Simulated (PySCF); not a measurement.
Input for PySCF: R-HF/3-21G on C2H6Si (SMILES C[Si]C), a point of a torsion scan.

```python
from pyscf import gto, scf, dft, mp
from pyscf.data.elements import chemcore

mol = gto.M(
    atom='''
    C     1.45401828   -0.06907156    0.05310371
    Si    0.26133617    0.64516886   -1.28032019
    C    -0.70113467   -0.96485641   -1.71582793
    H     1.83430314   -1.05749086   -0.20809940
    H     2.31139777    0.58114010    0.21668225
    H     0.93813342   -0.16144154    1.00929538
    H    -0.05321554   -1.68021996   -2.22365716
    H    -1.54248398   -0.76723269   -2.37761327
    H    -1.09466095   -1.45603491   -0.82504390
    ''',
    basis='3-21g',
    charge=0, spin=0, verbose=3, max_memory=1800)
mf = scf.RHF(mol)
mf.conv_tol = 1e-8
mf.max_cycle = 100
mf.kernel()
if not mf.converged:
    mf = mf.newton().run(mf.mo_coeff, mf.mo_occ)
```

Output:

```
converged SCF energy = -366.165989231616
```

The run converged.

Cost: roughly 0.20 core-seconds.
